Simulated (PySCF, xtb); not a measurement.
BrSi, SMILES [Si]Br (connectivity only; charge and spin as stated), neutral, multiplicity 2.

Harmonic wavenumbers (cm⁻¹) from GFN2-xTB (xtb) at its own minimum, in rising order: 297.

Question: What does PBE0-D3(BJ)/def2-TZVP run with PySCF give at its own minimum? (The exact figures need the calculation; the answer reports its results.)

Answer: 421. Paired by order, the mean absolute difference is 124 cm⁻¹ and the zero-point energies are 0.4 and 0.6 kcal/mol.
